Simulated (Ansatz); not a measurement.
Reaction (SMILES): CC(F)(F)F + 4 [H][H] (H2) -> 2 C (CH4) + 3 F (HF)
Structures are relaxed separately at B3LYP-D3(BJ)/def2-TZVP in Ansatz (a quantum-chemistry and plane-wave program).

Wanted: energy of full hydrogenation (electronic energy difference), in eV. Valence correlation only, unless marked. No spin-orbit coupling. No relativistic terms. CBS(X,Y): correlation extrapolated as X^-3; Hartree-Fock from the larger set.

CCSD(T)/CBS(cc-pVTZ,cc-pVQZ) (Ansatz) gives -2.84 eV.

Question: Another calculation gave -2.77 eV. Which level was it?
A. r2SCAN0/def2-TZVPD (Ansatz)
B. SVWN5/def2-TZVPD (Ansatz)
C. PBE-QIDH/def2-TZVPD (Ansatz)
D. r2SCANh/def2-TZVPD (Ansatz)

Answer: C, PBE-QIDH/def2-TZVPD (Ansatz). The others give -2.59 (r2SCAN0), -2.36 (SVWN5), -2.48 (r2SCANh) eV.
